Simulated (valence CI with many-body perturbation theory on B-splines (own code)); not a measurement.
# E1 transitions of Tl50+

Method: valence CI with perturbative core correlation (CI+MBPT): three valence electrons over a frozen Dirac-Fock core [Ar] 3d10, radial functions for each j: 11 s, 11 p, 9 d, 7 f, 5 g, 2 h, 1 i, with the one-electron correlation potential Σ1, the two-electron term Σ2, the three-electron term Σ3, Breit, model QED; selected CI, second order for the rest (own B-spline code, finite nucleus).

No measured spectrum was set against this ion. As an estimate, large intervals hold to a few tenths of a per cent, small ones and those within an open d or f shell to about a per cent.

Lines 101 to 150 of 269 in falling wavelength, among levels below 6359.5 × 10³ cm⁻¹, chosen from the strongest by gf and those to the six lowest levels. Wavelengths and rates use the calculated energies. Electric multipoles are in the length gauge, E1 and E2 with the static RPA response of the core. Weak lines are less certain than strong ones. Lines between different terms over intervals too small for the method are left out, as are lines whose strength nearly cancels. The highest levels of a list are the least certain.

Levels are named by their leading jj configuration (3d3/2^4 stands for four electrons in 3d with j = 3/2), which in mixed levels can hold well under half, so a name can repeat and another be missing. Letters in brackets count levels of one name in rising energy.

| λ vac (nm) | Upper | Lower | A (s⁻¹) | log gf | Branch % |
| --- | --- | --- | --- | --- | --- |
| 5.601 | (4s 4p3/2 4d5/2) J=7/2 [a] | (4s 4p3/2^2) J=5/2 | 3.46e+11 | 0.11 | 45.6 |
| 5.600 | (4s 4p3/2 4d5/2) J=5/2 [b] | (4s 4p3/2^2) J=3/2 | 9.24e+11 | 0.42 | 43.5 |
| 5.599 | (4s 4p1/2 4f5/2) J=5/2 [b] | (4s 4p1/2 4d3/2) J=3/2 [b] | 1.61e+11 | -0.34 | 40.4 |
| 5.580 | (4p1/2 4p3/2 4d5/2) J=5/2 [b] | (4p1/2 4p3/2^2) J=3/2 | 9.29e+11 | 0.42 | 50.0 |
| 5.575 | (4s 4p1/2 4f5/2) J=3/2 | (4s 4p1/2 4d3/2) J=3/2 [b] | 9.15e+10 | -0.77 | 20.0 |
| 5.554 | (4p1/2 4p3/2 4d5/2) J=3/2 [b] | (4p1/2 4p3/2^2) J=5/2 | 8.20e+10 | -0.82 | 6.6 |
| 5.548 | (4s^2 4f5/2) J=5/2 | (4s^2 4d3/2) J=3/2 | 1.57e+11 | -0.36 | 50.0 |
| 5.537 | (4s 4p1/2 4d5/2) J=5/2 [b] | (4s 4p1/2 4p3/2) J=5/2 | 1.22e+11 | -0.47 | 29.7 |
| 5.528 | (4s 4p1/2 4f5/2) J=3/2 | (4s 4p1/2 4d3/2) J=1/2 | 2.47e+11 | -0.34 | 54.0 |
| 5.494 | (4s 4p1/2 4d5/2) J=3/2 | (4s 4p1/2 4p3/2) J=5/2 | 2.74e+10 | -1.30 | 4.0 |
| 5.362 | (4s 4p3/2 4d5/2) J=7/2 [b] | (4s 4p3/2^2) J=5/2 | 7.29e+11 | 0.40 | 42.2 |
| 5.332 | (4s 4p1/2 4f5/2) J=7/2 | (4s 4p1/2 4d3/2) J=5/2 | 2.36e+11 | -0.09 | 85.1 |
| 5.311 | (4s 4p3/2 4d3/2) J=7/2 | (4s^2 4d5/2) J=5/2 | 5.66e+10 | -0.72 | 3.5 |
| 5.306 | (4s 4p1/2 4d5/2) J=5/2 [b] | (4s 4p1/2 4p3/2) J=3/2 [a] | 1.26e+10 | -1.49 | 3.1 |
| 5.272 | (4s 4p1/2 4f5/2) J=5/2 [a] | (4s 4p1/2 4d3/2) J=3/2 [a] | 3.39e+11 | -0.07 | 85.4 |
| 5.266 | (4s 4p1/2 4d5/2) J=3/2 | (4s 4p1/2 4p3/2) J=3/2 [a] | 9.18e+10 | -0.82 | 13.5 |
| 5.257 | (4p1/2 4p3/2 4d3/2) J=7/2 | (4s 4p1/2 4d5/2) J=5/2 [b] | 4.15e+10 | -0.86 | 3.7 |
| 5.207 | (4s 4p1/2 4f5/2) J=5/2 [b] | (4s 4p1/2 4d3/2) J=5/2 | 9.05e+10 | -0.66 | 22.7 |
| 5.180 | (4s 4p3/2 4d5/2) J=3/2 [b] | (4s 4p3/2^2) J=5/2 | 8.53e+10 | -0.86 | 4.8 |
| 5.096 | (4s 4p3/2 4d5/2) J=5/2 [b] | (4s 4p3/2^2) J=5/2 | 1.11e+11 | -0.59 | 5.2 |
| 5.024 | (4s 4p1/2 4f5/2) J=5/2 [b] | (4s 4p1/2 4d3/2) J=3/2 [a] | 4.93e+10 | -0.95 | 12.3 |
| 4.996 | (4p1/2 4p3/2 4d3/2) J=5/2 [b] | (4s 4p1/2 4d5/2) J=3/2 | 6.17e+10 | -0.86 | 2.2 |
| 4.788 | (4s 4p1/2 4p3/2) J=3/2 [a] | (4s^2 4p1/2) J=1/2 | 7.45e+09 | -1.99 | 69.4 |
| 4.735 | (4p1/2 4p3/2 4d5/2) J=7/2 [a] | (4s 4p1/2 4d5/2) J=5/2 [b] | 6.95e+10 | -0.73 | 6.7 |
| 4.715 | (4s 4p3/2 4d5/2) J=5/2 [a] | (4s^2 4d5/2) J=5/2 | 3.20e+11 | -0.19 | 48.8 |
| 4.656 | (4s 4p3/2^2) J=5/2 | (4s^2 4p3/2) J=3/2 | 5.08e+11 | 0.00 | 100.0 |
| 4.644 | (4p1/2 4p3/2 4d5/2) J=3/2 [a] | (4s 4p1/2 4d5/2) J=3/2 | 5.51e+11 | -0.15 | 46.6 |
| 4.616 | (4p1/2 4p3/2 4d5/2) J=7/2 [a] | (4s 4p1/2 4d5/2) J=7/2 | 6.82e+10 | -0.76 | 6.6 |
| 4.608 | (4p1/2 4p3/2^2) J=3/2 | (4s 4p1/2 4p3/2) J=1/2 | 8.37e+11 | 0.03 | 42.1 |
| 4.602 | (4s 4p3/2 4d5/2) J=3/2 [a] | (4s^2 4d5/2) J=5/2 | 1.69e+11 | -0.67 | 22.1 |
| 4.591 | (4s 4p3/2 4d5/2) J=7/2 [a] | (4s^2 4d5/2) J=5/2 | 2.56e+11 | -0.19 | 33.7 |
| 4.588 | (4p1/2 4p3/2 4d5/2) J=5/2 [a] | (4s 4p1/2 4d5/2) J=5/2 [b] | 5.36e+11 | 0.01 | 50.2 |
| 4.568 | (4p1/2 4p3/2^2) J=3/2 | (4s 4p1/2 4p3/2) J=3/2 [b] | 1.82e+11 | -0.64 | 9.1 |
| 4.554 | (4p1/2 4p3/2 4d5/2) J=9/2 | (4s 4p1/2 4d5/2) J=7/2 | 5.85e+11 | 0.26 | 90.9 |
| 4.552 | (4p1/2 4p3/2^2) J=5/2 | (4s 4p1/2 4p3/2) J=3/2 [b] | 7.15e+11 | 0.12 | 55.4 |
| 4.527 | (4p1/2 4p3/2 4d3/2) J=5/2 [a] | (4s 4p1/2 4d3/2) J=5/2 | 2.75e+11 | -0.29 | 34.5 |
| 4.506 | (4p1/2 4p3/2 4d5/2) J=7/2 [a] | (4s 4p1/2 4d5/2) J=5/2 [a] | 8.33e+11 | 0.31 | 80.4 |
| 4.490 | (4p1/2 4p3/2 4d3/2) J=3/2 [a] | (4s 4p1/2 4d3/2) J=5/2 | 1.95e+11 | -0.63 | 17.8 |
| 4.482 | (4s 4p3/2 4d3/2) J=3/2 [b] | (4s^2 4d3/2) J=3/2 | 7.96e+11 | -0.02 | 29.6 |
| 4.476 | (4p1/2 4p3/2 4d5/2) J=5/2 [a] | (4s 4p1/2 4d5/2) J=7/2 | 1.64e+11 | -0.53 | 15.3 |
| 4.469 | (4p3/2^3) J=3/2 | (4s 4p3/2^2) J=3/2 | 2.15e+12 | 0.41 | 68.5 |
| 4.459 | (4p1/2 4p3/2 4d3/2) J=3/2 [b] | (4s 4p1/2 4d3/2) J=3/2 [b] | 1.92e+11 | -0.64 | 6.5 |
| 4.458 | (4p1/2 4p3/2^2) J=1/2 | (4s 4p1/2 4p3/2) J=1/2 | 3.00e+11 | -0.75 | 21.0 |
| 4.429 | (4s 4p3/2 4d5/2) J=7/2 [b] | (4s^2 4d5/2) J=5/2 | 9.96e+11 | 0.37 | 57.7 |
| 4.429 | (4p1/2 4p3/2 4d3/2) J=3/2 [b] | (4s 4p1/2 4d3/2) J=1/2 | 3.15e+11 | -0.43 | 10.7 |
| 4.420 | (4p1/2 4p3/2^2) J=1/2 | (4s 4p1/2 4p3/2) J=3/2 [b] | 1.03e+12 | -0.22 | 72.3 |
| 4.418 | (4p1/2 4p3/2 4d3/2) J=5/2 [b] | (4s 4p1/2 4d3/2) J=3/2 [b] | 8.66e+11 | 0.18 | 30.5 |
| 4.408 | (4p3/2^3) J=3/2 | (4s 4p3/2^2) J=1/2 | 5.67e+11 | -0.18 | 18.1 |
| 4.405 | (4p1/2 4p3/2 4d5/2) J=5/2 [b] | (4s 4p1/2 4d5/2) J=3/2 | 2.43e+11 | -0.37 | 13.1 |
| 4.400 | (4p1/2 4p3/2 4d5/2) J=7/2 [b] | (4s 4p1/2 4d5/2) J=5/2 [b] | 2.23e+11 | -0.29 | 16.8 |

**Question.** How does gf follow from A for the line at 4.482 nm?

**Answer.** gf = 1.4992 × (2J+1)_upper × A / σ², with σ = 2231024 cm⁻¹ and 2J+1 = 4: gf = 0.959.
